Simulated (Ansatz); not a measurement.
The pair A = H2O (SMILES O) (first 3 atoms), B = CHN (SMILES C#N); geometry from B3LYP-D3(BJ)/def2-TZVP.
(charge 0, multiplicity 1):
```xyz
6

O     -0.14302     0.06523    -0.65726
H      0.79134    -0.06066    -0.84780
H     -0.20066     0.07223     0.30791
C     -0.27947     0.07920     3.55475
N     -0.13932     0.06158     2.41914
H     -0.41119     0.09573     4.61362
```

Correlated levels freeze the cores. MP2 and its Hartree–Fock in aug-cc-pVQZ are density fitted.

The values were computed with Ansatz (an electronic-structure program) with Gaussian orbitals. Values without a source in brackets are computed.

The counterpoise-corrected interaction energy is E(AB) − E(A in the pair's basis) − E(B in the pair's basis). Total energies (hartree):

```tsv
level	AB	A in the pair's basis	B in the pair's basis
HF/aug-cc-pVTZ	-168.9745634	-76.0600969	-92.9103114
MP2/aug-cc-pVTZ	-169.5946875	-76.3292614	-93.2591260
HF/aug-cc-pVQZ	-168.9852237	-76.0654149	-92.9156419
MP2/aug-cc-pVQZ	-169.6424131	-76.3518947	-93.2840708
MP2/aug-cc-pVDZ	-169.4486491	-76.2613386	-93.1814563
CCSD(T)/aug-cc-pVDZ	-169.4832473	-76.2743655	-93.2033391
```

**Question.** Work out the counterpoise-corrected interaction energy at the basis-set limit: extrapolate the MP2 correlation part as X⁻³, take Hartree–Fock from the larger set, and add the CCSD(T) − MP2 difference of aug-cc-pVDZ.

**Answer.** 
1. Differences (1 hartree = 627.509 kcal/mol): HF/aug-cc-pVTZ -2.607; MP2/aug-cc-pVTZ -3.953; HF/aug-cc-pVQZ -2.615; MP2/aug-cc-pVQZ -4.046; MP2/aug-cc-pVDZ -3.673; CCSD(T)/aug-cc-pVDZ -3.478.
2. Correlation parts, MP2 less HF: -1.346 in aug-cc-pVTZ (X = 3), -1.431 in aug-cc-pVQZ (X = 4).
3. Limit (4³·(-1.431) − 3³·(-1.346))/(4³ − 3³) = -1.493; with HF/aug-cc-pVQZ it gives -4.108.
4. CCSD(T) less MP2 in aug-cc-pVDZ: 0.195.
Result: -3.91 kcal/mol, against -3.95 at MP2/aug-cc-pVTZ. It is an estimate of this method's limit, not of the exact value.
